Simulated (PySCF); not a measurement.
C4H12GaNO (SMILES CC[O][Ga]([NH2])[CH2]C), singlet, at a GFN2-xTB geometry (such geometries of metal compounds can be far from the true shape), with bond 13-10 at 1.4 times its length; CASSCF(4,6)/STO-3G (PySCF).

PySCF was given this input:
```python
from pyscf import gto, scf, mcscf
import numpy

mol = gto.Mole()
mol.atom = '''
    Ga   -0.16020368    0.37981667    0.29946749
    C    -0.56761643   -1.48749371    1.07071693
    C    -1.15887036   -1.39660016    2.47154345
    H     0.36553634   -2.05919403    1.08431350
    H    -1.25312281   -2.00742728    0.39475487
    H    -2.11035642   -0.86576322    2.45774756
    H    -0.48505009   -0.86222795    3.14040266
    H    -1.33065415   -2.39300180    2.88067875
    O     0.55588317    0.75394019   -1.25755804
    C     1.10232641    0.18429833   -2.41787306
    C     1.13720985   -1.33860951   -2.36656966
    H     0.50342759    0.50984880   -3.27913334
    H     2.53011526    0.72643457   -2.59340454
    H     0.12385165   -1.72237885   -2.24594600
    H     1.56714072   -1.74058001   -3.28104047
    H     1.73731235   -1.65970664   -1.51465906
    N    -0.34743900    1.96555485    1.22293272
    H    -1.08707703    2.08084483    1.90557290
    H    -0.28015900    2.81375534    0.67009849
'''
mol.basis = 'sto-3g'
mol.verbose = 4
mol.build()

mf = scf.RHF(mol)
mf.kernel()
mc = mcscf.CASSCF(mf, 6, 4)
mc.fix_spin_(ss=0.0)
mc.kernel()
occ = numpy.linalg.eigvalsh(mc.fcisolver.make_rdm1(mc.ci, mc.ncas, mc.nelecas))[::-1]
ss = mc.fcisolver.spin_square(mc.ci, mc.ncas, mc.nelecas)[0]
print('natural occupations', occ.round(4), ' <S^2>', round(ss, 4))
```

### Question
Write the output that PySCF gives for this input, abridged.

### Answer

```
PySCF version 2.14.0

[INPUT] verbose = 4
[INPUT] num. atoms = 19
[INPUT] num. electrons = 82
[INPUT] charge = 0
[INPUT] spin (= nelec alpha-beta = 2S) = 0
[INPUT] symmetry False subgroup None
[INPUT] Mole.unit = angstrom
[INPUT] Symbol           X                Y                Z      unit          X                Y                Z       unit  Magmom
[...]
nuclear repulsion = 559.195444776184
number of shells = 38
number of NR pGTOs = 180
number of NR cGTOs = 60
basis = sto-3g
ecp = {}

******** <class 'pyscf.scf.hf.RHF'> ********
method = RHF
initial guess = minao
damping factor = 0
level_shift factor = 0
DIIS = <class 'pyscf.scf.diis.CDIIS'>
diis_start_cycle = 1
diis_space = 8
diis_damp = 0
SCF conv_tol = 1e-09
SCF conv_tol_grad = None
SCF max_cycles = 50
direct_scf = True
direct_scf_tol = 1e-13
Set gradient conv threshold to 3.16228e-05
Initial guess from minao.
init E= -2183.15396815545
[...]
cycle= 1 E= -2184.77549457887  delta_E= -1.62  |g|= 0.751  |ddm|=    5
[...]
cycle= 2 E= -2185.01524132178  delta_E= -0.24  |g|= 0.269  |ddm|= 1.61
[...]
cycle= 3 E= -2185.03875576475  delta_E= -0.0235  |g|= 0.0674  |ddm|= 0.431
[...]
cycle= 4 E= -2185.04074233916  delta_E= -0.00199  |g|= 0.0157  |ddm|= 0.119
[...]
cycle= 5 E= -2185.0409413534  delta_E= -0.000199  |g|= 0.00511  |ddm|= 0.048
[...]
cycle= 6 E= -2185.04096631654  delta_E= -2.5e-05  |g|= 0.00259  |ddm|= 0.0145
[...]
cycle= 7 E= -2185.04097860899  delta_E= -1.23e-05  |g|= 0.00113  |ddm|= 0.0143
[...]
cycle= 8 E= -2185.04098187839  delta_E= -3.27e-06  |g|= 0.000494  |ddm|= 0.00811
[...]
cycle= 9 E= -2185.04098253781  delta_E= -6.59e-07  |g|= 0.000215  |ddm|= 0.00387
[...]
cycle= 10 E= -2185.04098265387  delta_E= -1.16e-07  |g|= 0.000117  |ddm|= 0.00139
[...]
cycle= 11 E= -2185.040982694  delta_E= -4.01e-08  |g|= 4.96e-05  |ddm|= 0.000949
[...]
cycle= 12 E= -2185.04098270105  delta_E= -7.05e-09  |g|= 1.75e-05  |ddm|= 0.000457
[...]
cycle= 13 E= -2185.0409827017  delta_E= -6.56e-10  |g|= 7.73e-06  |ddm|= 0.000127
[...]
Extra cycle  E= -2185.04098270178  delta_E= -7.64e-11  |g|= 5.41e-06  |ddm|= 2.42e-05
converged SCF energy = -2185.04098270178

******** <class 'pyscf.mcscf.mc1step.CASSCF'> ********
CAS (2e+2e, 6o), ncore = 39, nvir = 15
max_cycle_macro = 50
max_cycle_micro = 4
conv_tol = 1e-07
conv_tol_grad = None
orbital rotation max_stepsize = 0.02
orbital rotation threshold for CI restart = 0.01
augmented hessian ah_max_cycle = 30
augmented hessian ah_conv_tol = 1e-12
augmented hessian ah_linear dependence = 1e-14
augmented hessian ah_level shift = 1e-08
augmented hessian ah_start_tol = 2.5
augmented hessian ah_start_cycle = 3
augmented hessian ah_grad_trust_region = 3
kf_trust_region = 3
kf_interval = 4
ci_response_space = 4
ci_grad_trust_region = 3
with_dep4 0
natorb = False
canonicalization = True
sorting_mo_energy = False
ao2mo_level = 2
internal_rotation = False
******** <class 'pyscf.fci.addons.SpinPenaltyFCISolver'> ********
max. cycles = 50
conv_tol = 1e-08
davidson only = True
linear dependence = 1e-12
level shift = 0.001
max iter space = 12
nroots = 1
pspace_size = 400
spin = None
CASCI E = -2185.04476466993  S^2 = 0.0000000
Set conv_tol_grad to 0.000316228
macro iter   1 (  7 JK    2 micro), CASSCF E = -2185.04727471291  dE = -2.51004298e-03  S^2 = 0.0000000
               |grad[o]|=0.00969  |grad[c]|=0.0124  |ddm|=0.0284  |maxRot[o]|=0.0686
macro iter   2 ( 21 JK    4 micro), CASSCF E = -2185.06244178471  dE = -1.51670718e-02  S^2 = 0.0000000
               |grad[o]|=0.013  |grad[c]|=0.0681  |ddm|=0.105  |maxRot[o]|=0.203
macro iter   3 ( 21 JK    4 micro), CASSCF E = -2185.07235908852  dE = -9.91730382e-03  S^2 = 0.0000000
               |grad[o]|=0.0303  |grad[c]|=0.0243  |ddm|=0.0538  |maxRot[o]|=0.105
macro iter   4 ( 17 JK    4 micro), CASSCF E = -2185.07905084321  dE = -6.69175469e-03  S^2 = 0.0000000
               |grad[o]|=0.0264  |grad[c]|=0.025  |ddm|=0.0714  |maxRot[o]|=0.0653
[...]
macro iter  32 (  5 JK    2 micro), CASSCF E = -2185.09403846766  dE = -1.65077704e-04  S^2 = 0.0000000
               |grad[o]|=0.00266  |grad[c]|=0.00352  |ddm|=0.00262  |maxRot[o]|=0.0254
macro iter  33 ( 15 JK    4 micro), CASSCF E = -2185.09331572148  dE =  7.22746188e-04  S^2 = 0.0000000
               |grad[o]|=0.00241  |grad[c]|=0.0408  |ddm|=0.0175  |maxRot[o]|=0.093
macro iter  34 ( 21 JK    4 micro), CASSCF E = -2185.09343568284  dE = -1.19961367e-04  S^2 = 0.0000000
               |grad[o]|=0.00495  |grad[c]|=0.00337  |ddm|=0.00135  |maxRot[o]|=0.0219
macro iter  35 ( 17 JK    4 micro), CASSCF E = -2185.09370107948  dE = -2.65396635e-04  S^2 = 0.0000000
               |grad[o]|=0.00276  |grad[c]|=0.00633  |ddm|=0.00444  |maxRot[o]|=0.0368
macro iter  36 (  6 JK    2 micro), CASSCF E = -2185.09391476463  dE = -2.13685154e-04  S^2 = 0.0000000
               |grad[o]|=0.00219  |grad[c]|=0.00162  |ddm|=0.00397  |maxRot[o]|=0.0362
macro iter  37 (  5 JK    2 micro), CASSCF E = -2185.09408357110  dE = -1.68806468e-04  S^2 = 0.0000000
               |grad[o]|=0.00266  |grad[c]|=0.00354  |ddm|=0.00252  |maxRot[o]|=0.0248
macro iter  38 ( 15 JK    4 micro), CASSCF E = -2185.09341230824  dE =  6.71262856e-04  S^2 = 0.0000000
               |grad[o]|=0.00239  |grad[c]|=0.0412  |ddm|=0.0178  |maxRot[o]|=0.0869
macro iter  39 ( 21 JK    4 micro), CASSCF E = -2185.09352312106  dE = -1.10812814e-04  S^2 = 0.0000000
               |grad[o]|=0.00466  |grad[c]|=0.00348  |ddm|=0.00141  |maxRot[o]|=0.0214
macro iter  40 (  7 JK    2 micro), CASSCF E = -2185.09376965214  dE = -2.46531080e-04  S^2 = 0.0000000
               |grad[o]|=0.00257  |grad[c]|=0.000839  |ddm|=0.00372  |maxRot[o]|=0.0368
macro iter  41 (  6 JK    2 micro), CASSCF E = -2185.09397627405  dE = -2.06621915e-04  S^2 = 0.0000000
               |grad[o]|=0.00202  |grad[c]|=0.00184  |ddm|=0.00322  |maxRot[o]|=0.0362
macro iter  42 (  5 JK    2 micro), CASSCF E = -2185.09415311023  dE = -1.76836176e-04  S^2 = 0.0000000
               |grad[o]|=0.00248  |grad[c]|=0.0036  |ddm|=0.00241  |maxRot[o]|=0.0231
macro iter  43 ( 15 JK    4 micro), CASSCF E = -2185.09360294977  dE =  5.50160460e-04  S^2 = 0.0000000
               |grad[o]|=0.00227  |grad[c]|=0.0379  |ddm|=0.0152  |maxRot[o]|=0.0709
macro iter  44 ( 21 JK    4 micro), CASSCF E = -2185.09372474728  dE = -1.21797505e-04  S^2 = 0.0000000
               |grad[o]|=0.00401  |grad[c]|=0.00407  |ddm|=0.00144  |maxRot[o]|=0.023
macro iter  45 (  7 JK    2 micro), CASSCF E = -2185.09395714392  dE = -2.32396646e-04  S^2 = 0.0000000
               |grad[o]|=0.00216  |grad[c]|=0.00107  |ddm|=0.00272  |maxRot[o]|=0.0368
macro iter  46 (  6 JK    2 micro), CASSCF E = -2185.09418754802  dE = -2.30404097e-04  S^2 = 0.0000000
               |grad[o]|=0.00198  |grad[c]|=0.00257  |ddm|=0.00251  |maxRot[o]|=0.0344
macro iter  47 (  6 JK    2 micro), CASSCF E = -2185.09451279256  dE = -3.25244546e-04  S^2 = 0.0000000
               |grad[o]|=0.00231  |grad[c]|=0.00502  |ddm|=0.00485  |maxRot[o]|=0.0325
macro iter  48 (  7 JK    2 micro), CASSCF E = -2185.09514218226  dE = -6.29389696e-04  S^2 = 0.0000000
               |grad[o]|=0.00249  |grad[c]|=0.0107  |ddm|=0.0106  |maxRot[o]|=0.0505
macro iter  49 ( 16 JK    4 micro), CASSCF E = -2185.09407071158  dE =  1.07147068e-03  S^2 = 0.0000000
               |grad[o]|=0.00385  |grad[c]|=0.0323  |ddm|=0.0132  |maxRot[o]|=0.112
macro iter  50 ( 21 JK    4 micro), CASSCF E = -2185.09464078093  dE = -5.70069357e-04  S^2 = 0.0000000
               |grad[o]|=0.00553  |grad[c]|=0.00497  |ddm|=0.00364  |maxRot[o]|=0.0636
1-step CASSCF not converged,  50 macro (656 JK 154 micro) steps
CASSCF canonicalization
Density matrix diagonal elements [1.94597569 1.9509219  0.00994007 0.00827534 0.08083623 0.00405077]
CASSCF energy = -2185.09464078093
CASCI E = -2185.09464078093  E(CI) = -4.12953419312998  S^2 = 0.0000000
natural occupations [1.9842 1.9131 0.0866 0.0113 0.0047 0.    ]  <S^2> 0.0
```

Convergence was not reached.
